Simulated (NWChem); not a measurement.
# GaNH3OCl; SMILES [Cl][Ga]([NH2])[OH]

```xyz
7

Ga     0.0068    -0.3128    -0.0020
Cl    -0.0243     1.8354     0.0016
O      1.5691    -1.1525     0.0040
H      2.3267    -0.5590    -0.0030
N     -1.5255    -1.2391     0.0105
H     -1.5611    -2.2488    -0.0358
H     -2.4372    -0.8043    -0.0317
```
Atoms are numbered in this order, from 1.

All runs: NWChem. The geometry was optimised at PBE0/def2-SVP. Total energies compare along this basis series because the functional is fixed.

| level | basis functions | energy (Ha) | highest occupied level (eV) | orbital gap (eV) | dipole (D) |
|---|---|---|---|---|---|
| TPSS/def2-SVP | 93 | -2516.4775 | -6.11 | 4.90 | 1.33 |
| TPSS/def2-SVPD | 132 | -2516.5062 | … | … | 1.37 |
| TPSS/def2-TZVP | 165 | -2517.0444 | -6.38 | 4.93 | 1.30 |
| TPSS/def2-TZVPP | 194 | -2517.0473 | -6.39 | 4.94 | 1.31 |

Problem. Complete the blanks.

Solution. 
- TPSS/def2-SVPD, highest occupied level (eV): -6.55
- TPSS/def2-SVPD, orbital gap (eV): 4.79
